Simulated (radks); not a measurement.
Question: Ag2+, configuration [Kr] 4d9. Calculated with a radial shooting solver on a logarithmic mesh with Libxc functionals: scalar-relativistic Kohn-Sham, r2SCAN, spin-unpolarised, spherical densities, finite nucleus; meta-GGA in the generalised Kohn-Sham scheme; Fermi nuclear charge, rms radius 4.5454 fm; hard spherical wall at 7 bohr. Some entries of the table are withheld. Estimate them.

orbital,occ.,eigenvalue (hartree),r(max) (bohr)
1s,2,-933.5168,(1)
2s,2,-138.6782,(2)
2p,6,(3),0.09116
3s,2,-26.32014,0.3321
3p,6,-21.58269,0.3255
3d,10,-14.13015,(4)
4s,2,-4.41945,0.8240
4p,6,-3.04179,0.8771
4d,9,(5),(6)
5s,0,-0.73605,2.213
5p,0,-0.49066,2.681
4f,0,-0.02420,4.155

Answer: 
(1) 1s r(max) (bohr): 0.02016
(2) 2s r(max) (bohr): 0.1139
(3) 2p eigenvalue (hartree): -124.3710
(4) 3d r(max) (bohr): 0.2744
(5) 4d eigenvalue (hartree): -1.06989
(6) 4d r(max) (bohr): 1.024
